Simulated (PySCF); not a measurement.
# Simulated absorption spectrum

Compound: cyclo-(Cl2SnS)4.
Bonds: Sn1–Cl2, Sn1–Cl3, Sn1–S4, Sn1–S16, S4–Sn5, Sn5–Cl6, Sn5–Cl7, Sn5–S8, S8–Sn9, Sn9–Cl10, Sn9–Cl11, Sn9–S12, S12–Sn13, Sn13–Cl14, Sn13–Cl15, Sn13–S16.

Computed, not measured: TDDFT CAM-B3LYP/def2-SVPD, vertical, gas phase, core orbitals frozen in the response, def2 core potentials past Kr (PySCF 2.14.0, density-fitted response routines). One conformer (not necessarily the lowest) at the PBE0-D3(BJ)/def2-SVP geometry, without solvent, vibrations or thermal averaging. Spin–orbit coupling is left out.

Broadening: Gaussians 0.5 eV wide at half height, area fixed by f = 4.319×10⁻⁹ ∫ε dν̃. The cross-section is σ = 3.8235×10⁻²¹ ε cm², given in Mb (10⁻¹⁸ cm²). The width is an assumption, not a result. The curve ends short of the highest state used, and states not computed would add to its high-energy end.

```json
{"λ (nm)": "276.2", "σ (Mb)": "9.64"}
{"λ (nm)": "278.3", "σ (Mb)": "11.39"}
{"λ (nm)": "280.3", "σ (Mb)": "13.09"}
{"λ (nm)": "282.4", "σ (Mb)": "14.87"}
{"λ (nm)": "284.4", "σ (Mb)": "16.48"}
{"λ (nm)": "286.4", "σ (Mb)": "17.94"}
{"λ (nm)": "288.5", "σ (Mb)": "19.24"}
{"λ (nm)": "290.5", "σ (Mb)": "20.22"}
{"λ (nm)": "292.6", "σ (Mb)": "20.91"}
{"λ (nm)": "294.6", "σ (Mb)": "21.24"}
{"λ (nm)": "296.6", "σ (Mb)": "21.23"}
{"λ (nm)": "298.7", "σ (Mb)": "20.87"}
{"λ (nm)": "300.7", "σ (Mb)": "20.22"}
{"λ (nm)": "302.7", "σ (Mb)": "19.30"}
{"λ (nm)": "304.8", "σ (Mb)": "18.11"}
{"λ (nm)": "306.8", "σ (Mb)": "16.80"}
{"λ (nm)": "308.9", "σ (Mb)": "15.31"}
{"λ (nm)": "310.9", "σ (Mb)": "13.82"}
{"λ (nm)": "312.9", "σ (Mb)": "12.33"}
{"λ (nm)": "315.0", "σ (Mb)": "10.80"}
{"λ (nm)": "317.0", "σ (Mb)": "9.40"}
{"λ (nm)": "319.1", "σ (Mb)": "8.04"}
{"λ (nm)": "321.1", "σ (Mb)": "6.84"}
{"λ (nm)": "323.1", "σ (Mb)": "5.77"}
{"λ (nm)": "325.2", "σ (Mb)": "4.77"}
{"λ (nm)": "327.2", "σ (Mb)": "3.94"}
{"λ (nm)": "329.3", "σ (Mb)": "3.19"}
{"λ (nm)": "331.3", "σ (Mb)": "2.59"}
{"λ (nm)": "333.3", "σ (Mb)": "2.08"}
{"λ (nm)": "335.4", "σ (Mb)": "1.64"}
{"λ (nm)": "337.4", "σ (Mb)": "1.30"}
{"λ (nm)": "339.5", "σ (Mb)": "1.01"}
{"λ (nm)": "341.5", "σ (Mb)": "0.78"}
{"λ (nm)": "343.5", "σ (Mb)": "0.61"}
{"λ (nm)": "345.6", "σ (Mb)": "0.46"}
{"λ (nm)": "347.6", "σ (Mb)": "0.35"}
{"λ (nm)": "349.6", "σ (Mb)": "0.27"}
{"λ (nm)": "351.7", "σ (Mb)": "0.20"}
{"λ (nm)": "353.7", "σ (Mb)": "0.15"}
{"λ (nm)": "355.8", "σ (Mb)": "0.11"}
{"λ (nm)": "357.8", "σ (Mb)": "0.08"}
{"λ (nm)": "359.8", "σ (Mb)": "0.06"}
{"λ (nm)": "361.9", "σ (Mb)": "0.04"}
{"λ (nm)": "363.9", "σ (Mb)": "0.03"}
```

Problem. Where are the band maxima, and which computed states make them?

Solution. 296 nm (4.20 eV), ε about 5600, made up of S1 (41%), S2 (36%) and S3 (11%) (ε in L mol⁻¹ cm⁻¹; maxima over ε = 5, shares over 10%). The states used: S1 4.16 eV (f 0.043); S2 4.17 eV (f 0.037); S3 4.22 eV (f 0.011); S4 4.30 eV (f 0.0001); S5 4.30 eV (f 0.0030); S6 4.38 eV (f 0.0017); S7 4.39 eV (f 0.0067); S8 4.42 eV (f 0.0078); S9 5.03 eV (f 0.0007); S10 5.09 eV (f 0.010).

Problem. On this curve, what absorbance would a 10⁻³ mol/L sample give at 355 nm over a 1 cm path?

Solution. 355 nm is 3.493 eV, where ε is about 32 L mol⁻¹ cm⁻¹, so A = ε c l ≈ 0.032 (Beer–Lambert, with the gas-phase spectrum and the assumed width).

Problem. What would ε be at 4.20 eV, the highest of these maxima, with half the width (0.25 eV)?

Solution. About 9790 L mol⁻¹ cm⁻¹ against 5560, a factor of about 1.8; a lone state at its own centre would give exactly 2.

Problem. Coming from long wavelengths, where does ε first pass 100 L mol⁻¹ cm⁻¹?

Solution. At about 347 nm (3.57 eV), 0.58 eV below S1.

The vertical ionisation energy (ΔSCF) is 10.10 eV, 5.01 eV above S10.
